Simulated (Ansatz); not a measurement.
Geometry optimisation, RKS B3LYP/6-31G* (Ansatz 0.2.0).

Input file:

```yaml
crystal:
  periodic: [false, false, false]
  atoms:
    - { symbol: Al, position_ang: [0.0, 0.0, 0.0] }
    - { symbol: "N", position_ang: [0.0, 0.0, 2.27] }
    - { symbol: H, position_ang: [-0.877, -0.2713, 2.8] }
    - { symbol: H, position_ang: [0.877, 0.2713, 2.8] }
    - { symbol: Cl, position_ang: [1.9312, 0.0, -1.115] }
    - { symbol: O, position_ang: [-1.5415, 0.0, -0.89] }
    - { symbol: Si, position_ang: [-2.6907, -1.2238, -0.8267] }
    - { symbol: H, position_ang: [-2.2881, -2.2198, 0.162] }
    - { symbol: H, position_ang: [-3.9833, -0.6595, -0.4496] }
    - { symbol: H, position_ang: [-2.8007, -1.8572, -2.1376] }
    - { symbol: P, position_ang: [0.96, -2.2523, 0.8135] }
    - { symbol: H, position_ang: [0.0675, -3.3009, 0.4668] }
    - { symbol: H, position_ang: [2.2193, -2.4807, 0.1984] }
    - { symbol: H, position_ang: [0.5049, -1.1846, 2.0273] }
basis:
  gaussian: { orbitals: "6-31G*" }
hamiltonian:
  xc: b3lyp
relax:
  f_tol: 0.15
  max_steps: 25
  restrain:
    - { distance: [0, 10], at: 2.28, k: 30.0 }
    - { distance: [13, 1], at: 1.06, k: 30.0 }
    - { distance: [0, 1], at: 3.12, k: 30.0 }
    - { distance: [13, 10], at: 2.62, k: 30.0 }
output:
  orbitals: {}
```

Launched with:

```bash
$ ansatz run input.yaml --threads 4 --pin off --max-ram 5120MiB --backend cpu --events-out ev --progress --plain --runs-dir out
```

**Question.** Where does it end, and by what steps?

**Answer.** The forces met the threshold. The restraints hold the end off the free minimum; the threshold counts their pulls, which the force column leaves out. Restrained pairs: Al1–P11 (2.58 → 2.30 Å), N2–H14 (1.31 → 1.04 Å), Al1–N2 (2.27 → 3.10 Å), P11–H14 (1.68 → 2.63 Å). After 15 steps the energy has fallen by 2.570 eV (the restraints' own energy left out); Al1 moved furthest, 0.90 Å.

```tsv
step	energy less start (eV)	largest force component (eV/Å)	accepted
0	0.0000	2.425	yes
1	-0.2813	3.557	yes
2	-0.3220	3.584	yes
3	-0.6978	2.656	yes
4	-1.3958	4.014	yes
5	-2.0793	1.294	yes
6	-2.3358	1.106	yes
7	-2.4546	0.909	yes
8	-2.5181	0.805	yes
9	-2.5273	0.811	yes
10	-2.5158	1.310	no
11	-2.5434	0.808	yes
12	-2.5546	0.795	yes
13	-2.5663	0.808	yes
14	-2.5683	0.892	no
15	-2.5701	0.810	yes
```

```xyz
14
Properties=species:S:1:pos:R:3
Al 0.322 -0.750 -0.381
N 0.114 -0.005 2.620
H -0.727 -0.029 3.193
H 0.706 0.748 2.969
Cl 1.585 0.810 -1.075
O -1.299 -0.734 -0.900
Si -2.856 -1.254 -0.975
H -3.102 -2.350 0.012
H -3.793 -0.139 -0.663
H -3.163 -1.777 -2.336
P 1.267 -2.498 0.774
H 0.393 -3.519 0.282
H 2.305 -2.781 -0.160
H 0.626 -0.899 2.760
```

Time of the run: 56 s on 4 threads of Arm Neoverse V1, with other jobs on the host, peak memory 0.34 GiB.
